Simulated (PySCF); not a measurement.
SiClFI2, SMILES F[Si](I)(I)Cl. Heavy atoms are numbered as in [F:1][Si:2]([Cl:3])([I:4])[I:5].

Geometry: B3LYP-D3(BJ)/def2-SVP. The def2 effective core potentials stand for the cores of I; spin–orbit coupling is left out.

Method: B3LYP/def2-TZVP (PySCF).

ESP charges are fitted to the potential on shells at 1.4 to 2.0 van der Waals radii. Atomic charges (e), one atom of each kind:

| atom | ESP fit | Löwdin |
|---|---|---|
| F1 | -0.03 | 0.01 |
| Si2 | -0.20 | -0.72 |
| Cl3 | 0.05 | 0.27 |
| I4 | 0.09 | 0.22 |

Computed Mayer and Wiberg (Löwdin basis) orders of the bonds:
```tsv
bond	Mayer	Wiberg
F1–Si2	1.12	1.72
Si2–Cl3	1.20	1.86
Si2–I4	1.19	1.69
Si2–I5	1.19	1.69
```
